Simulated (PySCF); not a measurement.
1-butanol (C4H10O), SMILES CCCCO. Heavy atoms are numbered as in [CH3:1][CH2:2][CH2:3][CH2:4][OH:5]. Hydrogens are named by the atom that carries them.

The structure is a stationary point at PBE0-D3(BJ)/def2-SVP. One conformer was computed; it need not be the lowest.

Calculation: PBE0/pcSseg-1 (PySCF).

GIAO shieldings, no solvent; atoms alike by connectivity are averaged. δ = σ(ref) − σ: ¹³C against TMS (σ = 186.3 ppm); ¹⁷O against H2O (σ = 334.2 ppm); ¹H against TMS (σ = 31.56 ppm), references at their B3LYP-D3(BJ)/def2-TZVP geometries, non-relativistic.

```json
[
 {"nucleus": "¹³C", "atoms": "C4 (CH2)", "count": "1", "δ (ppm)": "68.8"},
 {"nucleus": "¹³C", "atoms": "C3 (CH2)", "count": "1", "δ (ppm)": "38.7"},
 {"nucleus": "¹³C", "atoms": "C2 (CH2)", "count": "1", "δ (ppm)": "23.5"},
 {"nucleus": "¹³C", "atoms": "C1 (CH3)", "count": "1", "δ (ppm)": "18.4"},
 {"nucleus": "¹⁷O", "atoms": "O5 (OH)", "count": "1", "δ (ppm)": "30.7"},
 {"nucleus": "¹H", "atoms": "H on C4", "count": "2", "δ (ppm)": "3.92"},
 {"nucleus": "¹H", "atoms": "H on C3", "count": "2", "δ (ppm)": "1.76"},
 {"nucleus": "¹H", "atoms": "H on C1", "count": "3", "δ (ppm)": "1.34"},
 {"nucleus": "¹H", "atoms": "H on C2", "count": "2", "δ (ppm)": "1.31"},
 {"nucleus": "¹H", "atoms": "H on O5", "count": "1", "δ (ppm)": "0.37"}
]
```
